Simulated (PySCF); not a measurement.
CBr₃, charge +1, multiplicity 1. Atoms are numbered in the order given.

```xyz
4

Br    -1.8176     0.0000     0.0000
C      0.0000     0.0000     0.0000
Br     0.9088    -1.5741     0.0000
Br     0.9088     1.5741     0.0000
```
Charge +1, spin multiplicity 1.

The structure is a stationary point at TPSSh-D3(BJ)/def2-SVP. The spin state was assumed, not searched. The isomer is the one that the SMILES or the coordinates give; other isomers of the formula were not compared.

The numbers are results of TDA-M06-2X/def2-SVPD run with PySCF, not measurements.

Vertical excitations; the highest root listed may be one member of a degenerate set. Gas-phase values at a fixed geometry. State labels are in the subgroup C2v.

| state | symmetry | energy (eV) | λ (nm) | f | main pairs |
|---|---|---|---|---|---|
| S1 | A2 | 2.90 | 427 | 0.000 | HOMO→LUMO 100 % |
| S2 | B2 | 3.84 | 323 | 0.000 | HOMO−4→LUMO (degenerate set) |
| S3 | A2 | 3.84 | 323 | 0.000 | HOMO−3→LUMO (degenerate set) |
| S4 | B1 | 4.75 | 261 | 0.200 | HOMO−2→LUMO (degenerate set) |
| S5 | A1 | 4.75 | 261 | 0.200 | HOMO−1→LUMO (degenerate set) |
| S6 | B1 | 5.61 | 221 | 0.000 | HOMO→LUMO+1 94 % |
| S7 | A2 | 6.23 | 199 | 0.000 | HOMO−2→LUMO+1 (degenerate set) |
| S8 | B2 | 6.23 | 199 | 0.000 | HOMO−1→LUMO+1 (degenerate set) |
| S9 | A1 | 6.73 | 184 | 0.043 | HOMO−4→LUMO+1 (degenerate set) |
| S10 | B1 | 6.73 | 184 | 0.044 | HOMO−3→LUMO+1 (degenerate set) |
| T1 | A2 | 2.71 | 458 | 0 | HOMO→LUMO 100 % |
| T2 | B1 | 3.27 | 379 | 0 | HOMO−2→LUMO (degenerate set) |
| T3 | A1 | 3.27 | 379 | 0 | HOMO−1→LUMO (degenerate set) |
| T4 | B2 | 3.65 | 340 | 0 | HOMO−4→LUMO 99 % |
Triplets are in the Tamm–Dancoff approximation.
